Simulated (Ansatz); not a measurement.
Reaction (silylene formation by 1,1-elimination): `N[SiH2][Si](N)(Cl)Cl` → `Cl[Si]Cl` + `N[SiH2]N`

Isolated molecules relaxed with PBE0-D4/def2-TZVP in Ansatz; ΔE leaves out vibrations. CCSD(T)/CBS is the MP2 limit (def2-TZVPP, def2-QZVPP) plus CCSD(T) − MP2 in def2-TZVPP, frozen cores. This one scheme is used for every species. Each species was taken in one conformer, which may not be the lowest.

`N[SiH2][Si](N)(Cl)Cl`:

```xyz
12

N     1.904   -0.495    0.536
Si    0.730    0.712    0.912
Si   -0.964    0.388   -0.658
N    -1.748   -1.100   -0.433
Cl   -0.032    0.563   -2.511
Cl   -2.418    1.837   -0.626
H     2.611   -0.731    1.215
H     2.284   -0.522   -0.397
H     1.180    2.134    0.837
H     0.246    0.456    2.293
H    -2.601   -1.322   -0.921
H    -1.193   -1.920   -0.245
```

`Cl[Si]Cl`:

Z-matrix (Å, degrees):
```
Si
Cl 1 2.077
Cl 1 2.077 2 101.3
```

`N[SiH2]N`:

```xyz
9

N    -0.914    0.758   -0.848
Si   -0.293   -0.219    0.412
N     1.391   -0.402    0.178
H    -0.570    1.690   -1.012
H    -1.863    0.644   -1.163
H    -1.128   -1.454    0.338
H    -0.395    0.318    1.801
H     2.005   -0.538    0.963
H     1.766   -0.797   -0.669
```

```
               species  MP2/def2-TZVPP energy (Eh)
`N[SiH2][Si](N)(Cl)Cl`                 -1610.57887
            `Cl[Si]Cl`                 -1208.50795
            `N[SiH2]N`                  -402.01213
```

Problem. Work out ΔE.

Solution. ΔE = (-1208.50795) + (-402.01213) − (-1610.57887) = 0.05879 Eh = +36.9 kcal/mol. CCSD(T)/CBS gives +35.2 kcal/mol.

Largest T1 diagnostic among the species: 0.013.

The D4 term adds +6.0 kcal/mol with B3LYP and +3.4 kcal/mol with PBE0; it sums over pairs of atoms, weighted by their polarisabilities, and B3LYP, whose exchange is more repulsive, gets the larger term. In def2-TZVPP, CCSD(T) changes the Hartree–Fock value by +3.4 kcal/mol (the triples alone add +0.5 kcal/mol) and MP2 by +6.3 kcal/mol.

B3LYP here is the variant with VWN-RPA as its local correlation; programs differ in this.
